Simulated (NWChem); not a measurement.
Everything below was run with NWChem. System: OZn, charge 0, spin multiplicity 1, at a geometry optimised with PBE/def2-SVP. The structure started from a generated list of species. Level: HF/def2-SVPD.

Part of the output:

```
             Northwest Computational Chemistry Package (NWChem) 7.3.0
             --------------------------------------------------------

                                NWChem Input Module
                                -------------------

 Scaling coordinates for geometry "geometry" by  1.889725989
 (inverse scale =  0.529177249)

 Turning off AUTOSYM since
 SYMMETRY directive was detected!

                             Geometry "geometry" -> ""
                             -------------------------

 Output coordinates in angstroms (scale by  1.889725989 to convert to a.u.)

  No.       Tag          Charge          X              Y              Z
 ---- ---------------- ---------- -------------- -------------- --------------
    1 Zn                  30.0000     0.00000000     0.00000000     0.35669200
    2 O                    8.0000     0.00000000     0.00000000    -1.33759500

 Effective nuclear repulsion energy (a.u.)      74.9592836160

            Nuclear Dipole moment (a.u.)
            ----------------------------
        X                 Y               Z
 ---------------- ---------------- ----------------
     0.0000000000     0.0000000000     0.0000000000

      Symmetry information
      --------------------

 Group name             C2v
 Group number             16
 Group order               4
 No. of unique centers     2

      Symmetry unique atoms

     1    2


 Summary of "ao basis" -> "" (spherical)
 ------------------------------------------------------------------------------
       Tag                 Description            Shells   Functions and Types
 ---------------- ------------------------------  ------  ---------------------
 *                         def2-svpd                  on all atoms

  xc_inp: hfexch multiplicative factor not found.
                              NWChem Property Module
                              ----------------------

                                 NWChem DFT Module
                                 -----------------

 Summary of "ao basis" -> "ao basis" (spherical)
 ------------------------------------------------------------------------------
       Tag                 Description            Shells   Functions and Types
 ---------------- ------------------------------  ------  ---------------------
 Zn                        def2-svpd                12       34   5s4p2d1f
 O                         def2-svpd                 9       23   4s3p2d
[...]
     1   1 0 0      0.000000      0.000000      0.000000      0.000000
     1   0 1 0      0.000000      0.000000      0.000000      0.000000
     1   0 0 1      2.960437      1.480219      1.480219      0.000000

     2   2 0 0    -13.769516     -6.884758     -6.884758      0.000000
     2   1 1 0      0.000000      0.000000      0.000000      0.000000
     2   1 0 1     -0.000000     -0.000000     -0.000000      0.000000
     2   0 2 0    -13.769516     -6.884758     -6.884758      0.000000
     2   0 1 1      0.000000      0.000000      0.000000      0.000000
     2   0 0 2    -16.475454    -40.609708    -40.609708     64.743962

 *** CALLING NEW AORESP DRIVER FOR CLOSED AND OPEN SHELLS ***
 Entering AOResponse driver routine

--------------------------------------------------------------------------------

          ****************
          *** RESPONSE ***
          ****************

 Response module for NWChem and dynamic CPKS solver

          -----------------------------------------------
          Solving response equations for perturbing field
          -----------------------------------------------

 number of frequencies:     1
 frequency in a.u.:  0.7730000E-01
 Perturbing field: electric
 Using El. Dipole Length Gauge

 Setting up CPKS with frequency omega =      0.07730000 a.u.

                            NWChem Dynamic CPHF Module
                            --------------------------

    scftype = RHF
    nclosed =   19
      nopen =    0
  variables =     1444
  num. vecs =        3
  tolerance =   1.0D-04
  max. iter =   50

 SCF residual:    3.6626027504985077E-005

Iterative solution of linear equations
  No. of variables     1444
  No. of equations        3
  Maximum subspace       30
       Convergence  1.0D-04

 ga_lkain filestub:cphf_sol
 ga_lkain filesoln:./mol.cphf_sol

   iter   nsub   residual    time
   ----  ------  --------  ---------
     1      3    4.56D+00       5.3
     2      6    5.48D+00       8.7
     3      9    1.94D+00      12.1
     4     12    2.63D+00      15.4
     5     15    1.14D+00      18.9
     6     18    5.42D-01      22.5
     7     21    8.78D-02      26.0
     8     24    1.55D-02      29.5
     9     27    2.86D-03      33.0
    10     30    1.79D-03      36.5
    11     30    5.22D-04      39.6
    12     30    1.14D-04      42.9
    13     30    1.65D-05      46.1

 Electric Dipole Response Matrix (nonzero elements):

              1        2        3
    1   25.8548   0.0000   0.0000
    2    0.0000  25.8548  -0.0000
    3    0.0000  -0.0000 116.5534

 ------------------------------------------
 average:        56.08767 + I       0.00000

 DFT Linear Response polarizability / au
 Frequency  =       0.0773000 / au
 Wavelength =     589.4353558 / nm
              X              Y              Z
 -----------------------------------------------
 X      25.8548279      0.0000000      0.0000000
 Y       0.0000000     25.8548279     -0.0000000
 Z       0.0000000     -0.0000000    116.5533682
 -----------------------------------------------
 Eigenvalues =      25.8548279     25.8548279    116.5533682
 Isotropic   =      56.0876747
 Anisotropic =      90.6985403
 -----------------------------------------------

 Magnetic Dipole Response Matrix (nonzero elements):
 Optical rotation tensor Beta

              1        2        3
    1   -0.0000 -50.7914  -0.0000
    2   50.7914   0.0000   0.0000
    3   -0.0000   0.0000   0.0000

 ------------------------------------------
 average:         0.00000 + I       0.00000

 Exiting AOResponse driver routine

          -------------
          Dipole Moment
          -------------

 Center of charge (in au) is the expansion point
         X =       0.0000000 Y =       0.0000000 Z =       0.0000000

   Dipole moment        2.9604372262 A.U.
             DMX        0.0000000000 DMXEFC        0.0000000000
             DMY        0.0000000000 DMYEFC        0.0000000000
             DMZ        2.9604372262 DMZEFC        0.0000000000
   -EFC- dipole         0.0000000000 A.U.
   Total dipole         2.9604372262 A.U.

   Dipole moment        7.5247377392 Debye(s)
             DMX        0.0000000000 DMXEFC        0.0000000000
             DMY        0.0000000000 DMYEFC        0.0000000000
             DMZ        7.5247377392 DMZEFC        0.0000000000
   -EFC- dipole         0.0000000000 DEBYE(S)
   Total dipole         7.5247377392 DEBYE(S)

 1 a.u. = 2.541766 Debyes

 Task  times  cpu:       46.1s     wall:       46.1s

 Total times  cpu:       46.2s     wall:       46.2s
```

Q: Write an NWChem input that would produce this output.

A: This is not unique; one that fits is 
```
start mol
memory heap 200 mb stack 900 mb global 1100 mb
geometry units angstroms nocenter noautoz
  Zn     0.000000     0.000000     0.356692
  O      0.000000     0.000000    -1.337595
  symmetry group C2v
end
basis spherical
  * library def2-svpd
end
dft
  xc hfexch
  semidirect memsize 60000000 filesize 0
  iterations 100
end
property
  dipole
  response 1 0.0773
end
task dft property
```
